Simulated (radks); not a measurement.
Question: Coherent X-ray form factor from a spherical all-electron density. Method: Dirac Kohn-Sham, Slater X-alpha with alpha = 0.858, spin-unpolarised, spherical densities, point nucleus; computed with a radial shooting solver on a logarithmic mesh with Libxc functionals.

| sin(theta)/lambda (1/angstrom) | f0 (electrons) |
|---|---|
| 0.05 | 36.281 |
| 0.1 | 34.524 |
| 0.15 | 32.380 |
| 0.2 | 30.177 |
| 0.25 | 28.037 |
| 0.3 | 26.041 |
| 0.4 | 22.657 |
| 0.5 | 20.004 |
| 0.6 | 17.788 |
| 0.8 | 13.986 |
| 1 | 10.925 |
| 1.25 | 8.318 |
| 1.5 | 6.814 |
| 2 | 5.335 |

The species is in the configuration that NIST lists as its ground one. Which atom or ion scatters so?

Answer: The strontium ion Sr+, [Kr] 5s1. Extrapolating in s^2 from the first two rows gives f0(0) = 36.9, near the electron count 37; among species with that count, the fall with angle is slower the higher Z, and the table is that of Z = 38; from so few rows the species is fixed only to a neighbour or two.
